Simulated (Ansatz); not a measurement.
Born–Oppenheimer molecular dynamics of H5NO2Si (9 atoms, charge 0, multiplicity 1). It starts from a relaxed structure.

These are results of RKS PBE-D4/def2-SVP in Ansatz, not measurements.

```yaml
ensemble: NVT, Langevin thermostat
time_step: 0.5 fs
steps_asked: 150
set_temperature: 500 K
friction: 0.02 /fs
seed: 55150
```

First frame:

```xyz
9
Properties=species:S:1:pos:R:3
Si -0.189 -0.133 0.111
N 0.165 -0.156 1.800
H -0.452 -0.693 2.414
H 0.496 0.692 2.268
O 1.201 -0.033 -0.829
H 1.882 -0.688 -0.598
O -1.055 1.228 -0.338
H -0.837 1.551 -1.231
H -0.955 -1.401 -0.141
```

(1) How far do the bonds stretch over the last three quarters of this one trajectory? (Pairs bonded in most of those frames.)

## Answers

(1) 
```tsv
bond	mean (Å)	spread (Å)	shortest	longest
Si1–N2	1.753	0.040	1.69	1.83
Si1–O5	1.674	0.016	1.64	1.70
Si1–O7	1.676	0.047	1.62	1.76
Si1–H9	1.491	0.018	1.45	1.52
N2–H3	1.024	0.020	0.98	1.07
N2–H4	1.027	0.020	0.98	1.06
O5–H6	0.978	0.038	0.91	1.04
O7–H8	0.975	0.023	0.93	1.03
```

Mean temperature of the second half: 341 K. The mean temperature of the second half is 32 % below the set value. A run of 0.075 ps of so small a system gives no equilibrium averages.

Run time: 3.7 min on 1 thread of Intel(R) Xeon(R) Platinum 8488C (Sapphire Rapids), with other jobs on the host, peak memory 0.13 GiB.
